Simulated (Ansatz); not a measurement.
Born–Oppenheimer molecular dynamics of BFH$_{6}$OSi (10 atoms, charge 0, multiplicity 1). It starts at the highest image of a converged band. Of that band: Neighbouring images differ by up to 2.0 eV, so the band resolves the path poorly. A vibrational analysis at the climbing image gives one clearly imaginary mode, 1363i cm⁻¹: a first-order saddle point.

All numbers below come from Ansatz, RKS PBE0/6-31G*.

| Quantity | Value |
| --- | --- |
| ensemble | NVE (velocity Verlet) |
| time step | 0.5 fs |
| steps asked | 200 |
| starting velocities drawn for | 100 K |
| seed | 8407 |

First frame:

```xyz
10
Properties=species:S:1:pos:R:3
B 0.146 0.209 0.270
O -0.209 -0.515 1.627
H -1.126 -0.828 1.580
F 1.423 -0.044 -0.077
H -0.728 0.102 -0.550
Si 0.091 2.390 0.807
H 1.116 2.920 1.753
H 0.447 2.837 -0.568
H -1.231 2.995 1.153
H -0.205 0.689 1.611
```

What does the run give?

All steps were run.

```yaml
steps_done: 200
time_covered: 100 fs
mean_temperature_over_the_second_half: 466 K
spread_of_the_potential_energy_over_the_second_half: 6.1 meV per atom
mean_potential_energy_of_the_second_half_above_the_start: -37.8 meV per atom
```

The conserved energy stayed within 0.049 meV per atom of its start (net change 0.0032 meV per atom), so the integration is sound. The kinetic energy rose, since the run started high on the potential surface and went downhill. It ends in pieces (BFH4Si + H2O), so much of that is their flight and rotation, not heat. A run of 0.1 ps of so small a system gives no equilibrium averages. The orbitals stay closed-shell, which can raise the energy where a bond breaks towards radicals; this wasn't checked here.

What happens to the structure?

Between its relaxed ends the band would form B1–Si6, O2–H10 and break Si6–H10. These pairs go: B1–Si6 2.25 → 1.98 Å, O2–H10 1.20 → 0.97 Å, Si6–H10 1.90 → 4.51 Å. In the last frame they stand as after the step (other bonds may differ from the relaxed reactants and products). Also parted: B1–O2 1.58 → 3.38 Å. It ends as BFH4Si + H2O. Pairs count as bonded within 1.25 times the sum of covalent radii (0.12 Å more for H–H). This is one draw of velocities; another would differ in detail.

How do temperature and energy run in time?


```tsv
time (fs)	T (K)	potential energy less start (eV)	conserved less start (meV/atom)
0	100	0.000	0.00
8	114	-0.015	0.03
16	687	-0.607	-0.03
24	781	-0.705	0.01
32	731	-0.652	0.01
40	629	-0.547	0.00
48	686	-0.606	-0.02
56	462	-0.374	0.01
64	360	-0.269	0.01
72	489	-0.402	-0.01
80	470	-0.383	0.02
88	475	-0.388	0.00
96	498	-0.412	-0.02
```

Time of the run: 9.7 min on 1 thread of Arm Neoverse V2 (shared host), peak memory 0.14 GiB.
